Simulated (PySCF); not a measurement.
Nuclear quadrupole coupling in `C#Cc1csc(C#C)p1`

C7H3PS.
Bonds: C1–C2 (triple), C2–C3, C3–C4 (aromatic), C4–S5 (aromatic), S5–C6 (aromatic), C6–C7, C7–C8 (triple), C6–P9 (aromatic), C3–P9 (aromatic). Hydrogens: H10 on C1; H11 on C4; H12 on C8.

Field gradients from the PBE0/pcSseg-1 density (PySCF, non-relativistic), principal values in atomic units, ordered |Vxx| ≤ |Vyy| ≤ |Vzz|:

```json
{"atom": "S5", "Vxx": "-0.4149", "Vyy": "-1.3951", "Vzz": "1.8099"}
```

Task: Find the asymmetry η = (Vxx − Vyy)/Vzz and the couplings χ = eQV/h (234.96 MHz × Q in barn × V in au), with Q(33S) = −0.0678 b.

Result: 
```
atom            environment  nucleus     η  χzz (MHz)  χxx (MHz)  χyy (MHz)
  S5  thiophene-type sulfur      33S  0.54     -28.83       6.61      22.22
```

Task: What is Vzz at S5 in SI units (1 au = 9.71736 × 10²¹ V/m²)?

Result: 1.8099 au = 17.588 × 10²¹ V/m².

Task: And the gradient at the other heavy atoms, for which no coupling is worked out here?

Result: 
```
atom                        environment  Vzz (au)     η
  C1             terminal alkyne carbon    -0.284  0.08
  C2                      alkyne carbon    -0.269  0.02
  C3        substituted aromatic carbon     0.165  0.55
  C4  aromatic CH next to a ring sulfur    -0.247  0.22
  C6        substituted aromatic carbon    -0.205  0.39
  C7                      alkyne carbon    -0.256  0.10
  C8             terminal alkyne carbon    -0.291  0.20
  P9           phosphorus bonded to 2 C    -1.147  0.14
```

Task: What couplings would deuterons (Q(2H) = 0.00286 b) have in place of the hydrogens, at this geometry?

Result: 
| atom | bonded to | bond length (Å) | Vzz (au) | η | χzz (kHz) |
| --- | --- | --- | --- | --- | --- |
| H10 | C1 | 1.049 | 0.3969 | 0.01 | 267 |
| H11 | C4 | 1.076 | 0.3331 | 0.09 | 224 |
| H12 | C8 | 1.048 | 0.3967 | 0.01 | 267 |

Isolated species at its GFN2-xTB geometry, gas phase. GFN2-xTB bond lengths can be off by several hundredths of an ångström, more for odd bonds, and the gradients follow them. These gradients aren't converged with respect to the basis.
